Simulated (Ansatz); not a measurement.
Total energies of the cluster Ga₄O₉H₆ (the lowest singlet isomer of a short search) from Ansatz at PBE0-D4/def2-SVP, gas phase (1 Eh = 27.2114 eV = 2625.5 kJ/mol). The reference geometry is relaxed at r2SCAN-D4/def2-SVP.

| atom | x (Å) | y (Å) | z (Å) |
| --- | --- | --- | --- |
| Ga1 | 1.285 | 0.527 | 0.960 |
| Ga2 | -0.518 | -0.913 | -1.152 |
| Ga3 | 1.025 | 1.314 | -2.118 |
| Ga4 | -1.345 | -1.351 | 1.286 |
| O5 | 0.784 | -0.682 | -2.495 |
| O6 | -0.584 | 1.353 | 1.283 |
| O7 | -1.535 | 0.435 | 1.911 |
| O8 | 1.815 | 1.397 | -0.536 |
| O9 | -0.831 | 1.014 | -1.494 |
| O10 | 0.430 | -1.043 | 0.472 |
| O11 | -1.971 | -1.658 | -0.466 |
| O12 | 2.227 | 0.535 | 2.462 |
| O13 | -1.686 | -2.512 | 2.589 |
| H14 | -0.966 | 1.518 | 0.390 |
| H15 | 2.758 | 1.336 | 2.560 |
| H16 | -1.616 | 1.226 | -2.022 |
| H17 | 1.218 | 2.108 | -3.418 |
| H18 | -2.047 | -3.337 | 2.241 |
| H19 | 1.556 | -1.267 | -2.454 |

```json
{"state": "charge 0 singlet", "geometry": "reference", "energy (Eh)": "-8377.15192"}
{"state": "charge 1 doublet", "geometry": "reference", "energy (Eh)": "-8376.79400"}
{"state": "charge 1 doublet", "geometry": "relaxed at r2SCAN-D4/def2-SVP", "energy (Eh)": "-8376.85635"}
{"state": "charge -1 doublet", "geometry": "reference", "energy (Eh)": "-8377.15813"}
{"state": "free Ga atom (doublet)", "geometry": "–", "energy (Eh)": "-1924.30552"}
{"state": "free O atom (triplet)", "geometry": "–", "energy (Eh)": "-74.92490"}
{"state": "free H atom (doublet)", "geometry": "–", "energy (Eh)": "-0.50029"}
```

The structure holds one bond between oxygen atoms, so isomers without such links may lie far lower.

Problem. Work out the vertical ionisation energy to the doublet.

Solution. E(charge 1 doublet) − E(charge 0 singlet) = -8376.79400 − (-8377.15192) = 0.35792 Eh = 9.74 eV. For comparison, −ε of the highest occupied level is 7.96 eV at this level, 1.78 eV less.

Problem. Work out the vertical electron affinity, to the doublet.

Solution. E(charge 0 singlet) − E(charge -1 doublet) = -8377.15192 − (-8377.15813) = 0.00621 Eh = 0.17 eV. The basis lacks diffuse functions, which makes affinities too small.

Problem. Give the fundamental gap IE − EA, the Mulliken electronegativity (IE + EA)/2 and the hardness (IE − EA)/2.

Solution. From the values in Eh: IE − EA = 0.35792 − 0.00621 = 0.35171 Eh = 9.57 eV; (IE + EA)/2 = 4.95 eV; (IE − EA)/2 = 4.79 eV. The HOMO–LUMO gap of the same run is 6.34 eV, 3.23 eV smaller than the fundamental gap.

Problem. How much does the charge 1 doublet relax, and what is the adiabatic ionisation energy?

Solution. Relaxation: -8376.79400 − (-8376.85635) = 0.06235 Eh = 1.70 eV. Adiabatic ionisation energy: 0.29557 Eh = 8.04 eV, without zero-point energy. Bonds change on the way (1 lost, 0 formed), so the relaxed form is another species. 

Problem. What is the binding energy per atom against free atoms?

Solution. Atoms: 4 × (-1924.30552) + 9 × (-74.92490) + 6 × (-0.50029) = -8374.54792 Eh. Binding: -8374.54792 − (-8377.15192) = 2.60400 Eh = 70.86 eV, or 3.73 eV for each of 19 atoms (no zero-point energy, no counterpoise term).

At PBE0-D4/def2-SVP the highest occupied level of the charge -1 doublet lies above zero (up to 1.34 eV). By energy differences its removal costs 0.17 eV (vertical, to the charge 0 singlet, at PBE0-D4/def2-SVP); self-interaction error and the lack of diffuse functions both raise the level.  

The structure comes from a short search, and lower isomers may exist.
